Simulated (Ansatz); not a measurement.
`O[SiH]1BO1` + H₂Se → `[SeH][SiH]1BO1` + H₂O at 500 K and 1 bar (ligand exchange at the Si–O bond).

Gas-phase electronic energies from Ansatz, PBE0-D4/def2-TZVP geometries. CBS: MP2 limit from def2 TZ/QZ plus the TZ coupled-cluster correction, frozen cores. This one scheme is used for every species. For Se outer-core shells are correlated without core-valence functions, which leaves a few kJ/mol of doubt a bond. Scalar relativity is left out up to krypton. Each species was taken in one conformer, which may not be the lowest.

```
         species  CCSD(T)/CBS energy (Eh)  H − E (kJ/mol)  S (J/(mol·K))
    `O[SiH]1BO1`               -466.08929           137.7          340.1
            H₂Se              -2401.89790            53.1          237.8
`[SeH][SiH]1BO1`              -2791.59801           125.9          373.5
             H₂O                -76.37941            73.2          206.3
```

H − E and S are ideal-gas, rigid-rotor, harmonic terms from PBE0-D4/def2-TZVP, for one conformer and one mirror image of each species. 1 Eh = 2625.50 kJ/mol, R = 8.31446 J/(mol·K).

Q: By hand: ΔE, ΔH, ΔS and ΔG.

A: ΔE = (-2791.59801) + (-76.37941) − (-466.08929) − (-2401.89790) = 0.00977 Eh = 25.7 kJ/mol. Δ(H − E) = 125.9 + 73.2 − 137.7 − 53.1 = 8.3, so ΔH = 34.0 kJ/mol. ΔS = 373.5 + 206.3 − 340.1 − 237.8 = 1.9 J/(mol·K). ΔG = 34.0 − 500 × (1.9)/1000 = 33.0 kJ/mol.

Q: By hand: the equilibrium constant, and the temperature at which ΔG would vanish if ΔH and ΔS stayed fixed.

A: log₁₀ K = −ΔG/(RT ln 10) = -3.4. ΔG = 0 at ΔH/ΔS = 17895 K, far beyond where these terms or the molecules hold.

The number of gas molecules stays the same, so ΔS is small and ΔH decides. A doubt of 5 kJ/mol in ΔE shifts log₁₀ K by 0.5 here. Other conformers and mirror images would add mixing entropy, several J/(mol·K) or more a flexible species. These are equilibria of isolated gas molecules and say nothing of rates. Largest T1 diagnostic: 0.016 (customary marks: 0.02 for closed shells, 0.045 for open ones).
